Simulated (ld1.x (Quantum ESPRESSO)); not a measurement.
Pseudopotential generation for osmium: RRKJ, PBE, scalar-relativistic.

```json
{
 "Element": "osmium (Os)",
 "Generator": "ld1.x (Quantum ESPRESSO) 7.5",
 "Type": "norm-conserving RRKJ (Kleinman–Bylander form)",
 "Functional": "PBE",
 "Relativity": "scalar-relativistic",
 "Frozen core": "[Xe] 4f14",
 "Valence charge": "8",
 "Reference configuration": "5d6 6s1.5 6p0 (charge +0.5)",
 "Partial waves": "6s (bound): rc 2.15 bohr; 6p (bound, empty): rc 3.45 bohr; 5d (bound): rc 1.80 bohr; 5f channel at 0.1 Ry: rc 2.70 bohr",
 "Local potential": "the f channel",
 "Core correction": "a·sin(br)/r model core, default radius (core density twice the valence density)",
 "rho0": "0.001"
}
```

All-electron outer shells of the reference configuration (PBE, scalar-relativistic, ld1.x):

| shell | level (eV) | outermost node (bohr) | outermost maximum (bohr) |
| --- | --- | --- | --- |
| 5p | -54.73 | 0.55 | 1.03 |
| 5d | -10.07 | 0.60 | 1.36 |
| 6s | -9.55 | 1.20 | 2.45 |
| 6p | -4.05 | 1.43 | 3.30 |

Question: Does this generation succeed?

Answer: No. ld1.x (Quantum ESPRESSO) 7.5 stopped with "compute_chi: n is too large": the Bessel-function wave could not be built (negative determinant in compute_phi), and the routine for χ then failed on it.
